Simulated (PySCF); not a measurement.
# B3LYP on Bi³⁺ (bismuth, charge +3)

Configuration: [Xe] 4f14 5d10 6s2, closed-shell 1S. Computed with PySCF 2.14 in cc-pVTZ-PP with ECP60MDF (5s4p3d1f, 39 functions), with scalar relativity through the core potential.

| Property | Result |
| --- | --- |
| Total energy | -212.9145 hartree |
| One-electron energy | -350.1096 hartree |
| Hartree (Coulomb) energy | 153.5869 hartree |
| Exchange-correlation energy | -16.3918 hartree |
| ⟨S²⟩ | 0.0000 |
| ⟨L²⟩ | 0.000 |
| Sum of ⟨r⟩ | 23.97 bohr |
| Sum of ⟨r²⟩ | 34.23 bohr² |
| Time after the integrals | 0.63 s of wall time on 1 thread of Neoverse-V1 (shared host) |

```json
{"shell": "5s", "electrons": "2", "mean orbital energy (eV)": "-190.81", "rms radius, mean of both spins (bohr)": "0.893"}
{"shell": "5p", "electrons": "6", "mean orbital energy (eV)": "-129.04", "rms radius, mean of both spins (bohr)": "1.02"}
{"shell": "5d", "electrons": "10", "mean orbital energy (eV)": "-56.738", "rms radius, mean of both spins (bohr)": "1.31"}
{"shell": "6s", "electrons": "2", "mean orbital energy (eV)": "-40.892", "rms radius, mean of both spins (bohr)": "2.15"}
```

Energies and moments cover only the electrons outside the core potential. Spin-orbit coupling, which splits the p, d and f shells strongly at this Z, is absent.
